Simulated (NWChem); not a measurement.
System: TaSF₃; SMILES [Ta]([F])([F])(=[S])[F]

Results from NWChem. The geometry was optimised at PBE0/def2-SVP. def2 effective core potentials on Ta; no spin-orbit coupling.

Diagonal of the polarisability tensor at B3LYP/def2-SVPD, 589 nm: 51.20, 51.20, 79.69 bohr³.

Question: Find the mean polarisability volume, the molar refraction, and the refractive index that an ideal gas of it would have at 273.15 K and 1 atm.

Answer: 
1. Mean: one third of the trace = 60.70 bohr³ × 0.14818 Å³/bohr³ = 8.99 Å³.
2. Molar refraction (Lorentz-Lorenz): (4π/3) N_A α = 22.7 cm³/mol.
3. Number density p/kT = 2.687 × 10⁻⁵ Å⁻³; n − 1 = 2π N α = 15.18 × 10⁻⁴.
